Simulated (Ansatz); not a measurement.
Molecular dynamics of C3H13NSi2

Input:

```yaml
crystal:
  periodic: [false, false, false]
  atoms:
    - { symbol: Si, position_ang: [0.074251, -0.050457, -0.000247] }
    - { symbol: "N", position_ang: [0.172295, -0.441814, 1.732484] }
    - { symbol: C, position_ang: [-1.154663, -0.601086, 2.375702] }
    - { symbol: H, position_ang: [-1.752514, -1.336005, 1.805542] }
    - { symbol: H, position_ang: [-1.020889, -0.982878, 3.40689] }
    - { symbol: H, position_ang: [-1.745084, 0.343625, 2.446558] }
    - { symbol: C, position_ang: [0.995898, 0.507472, 2.520621] }
    - { symbol: H, position_ang: [1.123232, 0.118149, 3.549612] }
    - { symbol: H, position_ang: [1.994967, 0.598717, 2.056749] }
    - { symbol: H, position_ang: [0.558164, 1.530711, 2.604932] }
    - { symbol: C, position_ang: [1.813653, -0.093751, -0.679617] }
    - { symbol: H, position_ang: [2.310357, -1.034338, -0.406738] }
    - { symbol: H, position_ang: [1.804221, -0.020185, -1.775603] }
    - { symbol: H, position_ang: [2.421096, 0.735527, -0.293614] }
    - { symbol: Si, position_ang: [-0.91221, 1.927352, -0.459987] }
    - { symbol: H, position_ang: [-2.299118, 1.94841, -0.035742] }
    - { symbol: H, position_ang: [-0.240061, 3.030531, 0.199573] }
    - { symbol: H, position_ang: [-0.890446, 2.196653, -1.885564] }
    - { symbol: H, position_ang: [-0.71065, -1.128033, -0.581352] }
basis:
  gaussian: { orbitals: STO-3G }
hamiltonian:
  xc: lda
md:
  timestep: 0.25
  n_steps: 250
  ensemble: nvt_nose_hoover
  temperature: 300.0
  initial_velocities: maxwell_boltzmann
  seed: 15585
  nose_hoover: { tau: 100.0, chain_length: 3 }
```

Command:

```bash
$ ansatz run input.yaml --threads 1 --pin off --max-ram 2048MiB --backend cpu --events-out ev --progress --plain --runs-dir out
```

It starts from a relaxed structure.

Output, in part (one step line in 5, the closing report, with atoms numbered from 0):

```
md step     0: t =     0.00 fs  T =   300.0 K  F+E_penalty+E_count = -20218.91425187 eV  E_kin = 0.659226 eV  conserved = -20218.25502588 eV  (23 SCF iters)
md step     5: t =     1.25 fs  T =   253.6 K  F+E_penalty+E_count = -20218.81186922 eV  E_kin = 0.557278 eV  conserved = -20218.25459351 eV  (20 SCF iters)
md step    10: t =     2.50 fs  T =   177.3 K  F+E_penalty+E_count = -20218.64367823 eV  E_kin = 0.389629 eV  conserved = -20218.25407680 eV  (19 SCF iters)
md step    15: t =     3.75 fs  T =   151.9 K  F+E_penalty+E_count = -20218.58792512 eV  E_kin = 0.333788 eV  conserved = -20218.25422669 eV  (20 SCF iters)
md step    20: t =     5.00 fs  T =   157.9 K  F+E_penalty+E_count = -20218.60143789 eV  E_kin = 0.347034 eV  conserved = -20218.25460589 eV  (20 SCF iters)
md step    25: t =     6.25 fs  T =   139.0 K  F+E_penalty+E_count = -20218.55953500 eV  E_kin = 0.305391 eV  conserved = -20218.25450543 eV  (19 SCF iters)
md step    30: t =     7.50 fs  T =   110.1 K  F+E_penalty+E_count = -20218.49551185 eV  E_kin = 0.241867 eV  conserved = -20218.25418003 eV  (19 SCF iters)
md step    35: t =     8.75 fs  T =   118.7 K  F+E_penalty+E_count = -20218.51431206 eV  E_kin = 0.260748 eV  conserved = -20218.25430570 eV  (20 SCF iters)
md step    40: t =    10.00 fs  T =   149.4 K  F+E_penalty+E_count = -20218.58172480 eV  E_kin = 0.328253 eV  conserved = -20218.25451836 eV  (20 SCF iters)
md step    45: t =    11.25 fs  T =   168.2 K  F+E_penalty+E_count = -20218.62255832 eV  E_kin = 0.369547 eV  conserved = -20218.25447858 eV  (20 SCF iters)
md step    50: t =    12.50 fs  T =   177.3 K  F+E_penalty+E_count = -20218.64199195 eV  E_kin = 0.389551 eV  conserved = -20218.25441360 eV  (19 SCF iters)
md step    55: t =    13.75 fs  T =   184.2 K  F+E_penalty+E_count = -20218.65667678 eV  E_kin = 0.404711 eV  conserved = -20218.25452150 eV  (20 SCF iters)
md step    60: t =    15.00 fs  T =   173.8 K  F+E_penalty+E_count = -20218.63323737 eV  E_kin = 0.381891 eV  conserved = -20218.25453231 eV  (20 SCF iters)
md step    65: t =    16.25 fs  T =   147.6 K  F+E_penalty+E_count = -20218.57475724 eV  E_kin = 0.324276 eV  conserved = -20218.25427468 eV  (19 SCF iters)
md step    70: t =    17.50 fs  T =   145.5 K  F+E_penalty+E_count = -20218.56960166 eV  E_kin = 0.319781 eV  conserved = -20218.25420672 eV  (19 SCF iters)
md step    75: t =    18.75 fs  T =   174.5 K  F+E_penalty+E_count = -20218.63302307 eV  E_kin = 0.383502 eV  conserved = -20218.25462451 eV  (19 SCF iters)
md step    80: t =    20.00 fs  T =   172.8 K  F+E_penalty+E_count = -20218.62853109 eV  E_kin = 0.379752 eV  conserved = -20218.25473792 eV  (20 SCF iters)
md step    85: t =    21.25 fs  T =   124.2 K  F+E_penalty+E_count = -20218.52053663 eV  E_kin = 0.272994 eV  conserved = -20218.25426632 eV  (20 SCF iters)
md step    90: t =    22.50 fs  T =   100.9 K  F+E_penalty+E_count = -20218.46851350 eV  E_kin = 0.221823 eV  conserved = -20218.25400582 eV  (19 SCF iters)
md step    95: t =    23.75 fs  T =   142.3 K  F+E_penalty+E_count = -20218.55902546 eV  E_kin = 0.312619 eV  conserved = -20218.25442714 eV  (20 SCF iters)
md step   100: t =    25.00 fs  T =   184.4 K  F+E_penalty+E_count = -20218.65097528 eV  E_kin = 0.405260 eV  conserved = -20218.25479660 eV  (20 SCF iters)
md step   105: t =    26.25 fs  T =   170.9 K  F+E_penalty+E_count = -20218.61980864 eV  E_kin = 0.375611 eV  conserved = -20218.25448557 eV  (20 SCF iters)
md step   110: t =    27.50 fs  T =   147.6 K  F+E_penalty+E_count = -20218.56697323 eV  E_kin = 0.324242 eV  conserved = -20218.25410763 eV  (19 SCF iters)
md step   115: t =    28.75 fs  T =   170.7 K  F+E_penalty+E_count = -20218.61702755 eV  E_kin = 0.375191 eV  conserved = -20218.25435169 eV  (19 SCF iters)
md step   120: t =    30.00 fs  T =   205.9 K  F+E_penalty+E_count = -20218.69318077 eV  E_kin = 0.452460 eV  conserved = -20218.25468692 eV  (20 SCF iters)
md step   125: t =    31.25 fs  T =   199.7 K  F+E_penalty+E_count = -20218.67791826 eV  E_kin = 0.438905 eV  conserved = -20218.25460694 eV  (20 SCF iters)
md step   130: t =    32.50 fs  T =   162.1 K  F+E_penalty+E_count = -20218.59348817 eV  E_kin = 0.356216 eV  conserved = -20218.25434126 eV  (20 SCF iters)
md step   135: t =    33.75 fs  T =   134.5 K  F+E_penalty+E_count = -20218.53161831 eV  E_kin = 0.295639 eV  conserved = -20218.25428601 eV  (20 SCF iters)
md step   140: t =    35.00 fs  T =   128.6 K  F+E_penalty+E_count = -20218.51749011 eV  E_kin = 0.282580 eV  conserved = -20218.25437162 eV  (20 SCF iters)
md step   145: t =    36.25 fs  T =   133.0 K  F+E_penalty+E_count = -20218.52590663 eV  E_kin = 0.292206 eV  conserved = -20218.25436980 eV  (20 SCF iters)
md step   150: t =    37.50 fs  T =   146.1 K  F+E_penalty+E_count = -20218.55343288 eV  E_kin = 0.321040 eV  conserved = -20218.25440524 eV  (20 SCF iters)
md step   155: t =    38.75 fs  T =   159.9 K  F+E_penalty+E_count = -20218.58236311 eV  E_kin = 0.351384 eV  conserved = -20218.25453923 eV  (19 SCF iters)
md step   160: t =    40.00 fs  T =   155.2 K  F+E_penalty+E_count = -20218.57022720 eV  E_kin = 0.340979 eV  conserved = -20218.25446299 eV  (20 SCF iters)
md step   165: t =    41.25 fs  T =   142.6 K  F+E_penalty+E_count = -20218.54088681 eV  E_kin = 0.313415 eV  conserved = -20218.25428239 eV  (20 SCF iters)
md step   170: t =    42.50 fs  T =   149.7 K  F+E_penalty+E_count = -20218.55482292 eV  E_kin = 0.328935 eV  conserved = -20218.25430214 eV  (20 SCF iters)
md step   175: t =    43.75 fs  T =   171.4 K  F+E_penalty+E_count = -20218.60088920 eV  E_kin = 0.376585 eV  conserved = -20218.25456876 eV  (20 SCF iters)
md step   180: t =    45.00 fs  T =   166.2 K  F+E_penalty+E_count = -20218.58764836 eV  E_kin = 0.365315 eV  conserved = -20218.25463447 eV  (20 SCF iters)
md step   185: t =    46.25 fs  T =   126.8 K  F+E_penalty+E_count = -20218.49883478 eV  E_kin = 0.278670 eV  conserved = -20218.25425761 eV  (20 SCF iters)
md step   190: t =    47.50 fs  T =   111.0 K  F+E_penalty+E_count = -20218.46255184 eV  E_kin = 0.244021 eV  conserved = -20218.25406159 eV  (19 SCF iters)
md step   195: t =    48.75 fs  T =   149.4 K  F+E_penalty+E_count = -20218.54548439 eV  E_kin = 0.328283 eV  conserved = -20218.25438374 eV  (19 SCF iters)
md step   200: t =    50.00 fs  T =   192.1 K  F+E_penalty+E_count = -20218.63726540 eV  E_kin = 0.422049 eV  conserved = -20218.25471116 eV  (20 SCF iters)
md step   205: t =    51.25 fs  T =   185.7 K  F+E_penalty+E_count = -20218.62047620 eV  E_kin = 0.408018 eV  conserved = -20218.25458351 eV  (20 SCF iters)
md step   210: t =    52.50 fs  T =   149.1 K  F+E_penalty+E_count = -20218.53728232 eV  E_kin = 0.327536 eV  conserved = -20218.25419083 eV  (20 SCF iters)
md step   215: t =    53.75 fs  T =   141.4 K  F+E_penalty+E_count = -20218.51844927 eV  E_kin = 0.310732 eV  conserved = -20218.25417353 eV  (19 SCF iters)
md step   220: t =    55.00 fs  T =   167.8 K  F+E_penalty+E_count = -20218.57442871 eV  E_kin = 0.368676 eV  conserved = -20218.25444364 eV  (20 SCF iters)
md step   225: t =    56.25 fs  T =   187.1 K  F+E_penalty+E_count = -20218.61433534 eV  E_kin = 0.411160 eV  conserved = -20218.25452944 eV  (19 SCF iters)
md step   230: t =    57.50 fs  T =   182.4 K  F+E_penalty+E_count = -20218.60109965 eV  E_kin = 0.400827 eV  conserved = -20218.25443984 eV  (19 SCF iters)
md step   235: t =    58.75 fs  T =   168.5 K  F+E_penalty+E_count = -20218.56763882 eV  E_kin = 0.370214 eV  conserved = -20218.25427638 eV  (19 SCF iters)
md step   240: t =    60.00 fs  T =   170.9 K  F+E_penalty+E_count = -20218.57039341 eV  E_kin = 0.375598 eV  conserved = -20218.25426237 eV  (19 SCF iters)
md step   245: t =    61.25 fs  T =   191.0 K  F+E_penalty+E_count = -20218.61171381 eV  E_kin = 0.419611 eV  conserved = -20218.25442887 eV  (19 SCF iters)
md step   250: t =    62.50 fs  T =   202.8 K  F+E_penalty+E_count = -20218.63454898 eV  E_kin = 0.445561 eV  conserved = -20218.25449517 eV  (24 SCF iters)
Total energy: -20218.63457767 eV, -743.0211160467 hartree
Atom 0 at     0.127527    -0.021842    -0.022072 Å, force     0.824098     0.372130     0.476441 eV/Å
Atom 1 at     0.160944    -0.416627     1.730819 Å, force    -0.999297    -1.022682    -0.816800 eV/Å
Atom 2 at    -1.212705    -0.574590     2.302234 Å, force     0.351162     0.667223    -0.032651 eV/Å
Atom 3 at    -1.785391    -1.302998     1.724638 Å, force    -0.176380    -0.289630    -0.519269 eV/Å
Atom 4 at    -1.120877    -0.989423     3.304170 Å, force     0.090118    -0.184727     0.804778 eV/Å
Atom 5 at    -1.845653     0.357248     2.396586 Å, force     0.522701    -0.247749    -0.216258 eV/Å
Atom 6 at     0.978195     0.488913     2.528991 Å, force    -0.677383     1.766949    -0.983830 eV/Å
Atom 7 at     1.159932     0.132715     3.540098 Å, force    -0.054556    -0.244663     0.740110 eV/Å
Atom 8 at     1.927957     0.627799     2.010211 Å, force     0.714223    -0.134090    -0.083137 eV/Å
Atom 9 at     0.510191     1.519476     2.540772 Å, force     0.316373    -0.350659     0.638378 eV/Å
Atom 10 at     1.912613    -0.172075    -0.681270 Å, force    -0.626580    -0.343032     0.187736 eV/Å
Atom 11 at     2.323821    -1.093553    -0.184679 Å, force     0.057602     0.977491    -0.426854 eV/Å
Atom 12 at     1.878723    -0.364651    -1.780305 Å, force     0.122264     0.208146     0.647283 eV/Å
Atom 13 at     2.531391     0.734441    -0.480963 Å, force    -0.227002    -0.746292    -0.052884 eV/Å
Atom 14 at    -0.959251     1.932739    -0.404368 Å, force     0.214882    -0.248400     0.429712 eV/Å
Atom 15 at    -1.909103     2.199147     0.679232 Å, force     0.142833    -0.116729    -0.368421 eV/Å
Atom 16 at    -0.121241     3.115535    -0.512647 Å, force    -0.019955    -0.130450    -0.121773 eV/Å
Atom 17 at    -1.665205     1.692651    -1.636530 Å, force    -0.276620     0.329663    -0.202851 eV/Å
Atom 18 at    -0.623894    -1.086172    -0.632378 Å, force    -0.298486    -0.262498    -0.099711 eV/Å
Dipole moment:    -0.021733     0.154424    -0.070275 e Å
```

The run went to its last step. The conserved energy stayed within 0.054 meV per atom of its start (net change 0.028 meV per atom), so the integration is sound. The mean temperature of the second half is 47 % below the set value. A run of 0.062 ps of so small a system gives no equilibrium averages. Limits of this set-up: minimal basis.

The same pairs are bonded in the first frame and the last. Pairs count as bonded within 1.25 times the sum of covalent radii (0.12 Å more for H–H).

Last frame:

```xyz
19
Properties=species:S:1:pos:R:3
Si 0.128 -0.022 -0.022
N 0.161 -0.417 1.731
C -1.213 -0.575 2.302
H -1.785 -1.303 1.725
H -1.121 -0.989 3.304
H -1.846 0.357 2.397
C 0.978 0.489 2.529
H 1.160 0.133 3.540
H 1.928 0.628 2.010
H 0.510 1.520 2.541
C 1.913 -0.172 -0.681
H 2.324 -1.094 -0.185
H 1.879 -0.365 -1.780
H 2.531 0.734 -0.481
Si -0.959 1.933 -0.404
H -1.909 2.199 0.679
H -0.121 3.115 -0.513
H -1.665 1.693 -1.637
H -0.624 -1.086 -0.632
```

Time of the run: 24 min on 1 thread of Arm Neoverse N1, with other jobs on the host, peak memory 0.11 GiB.
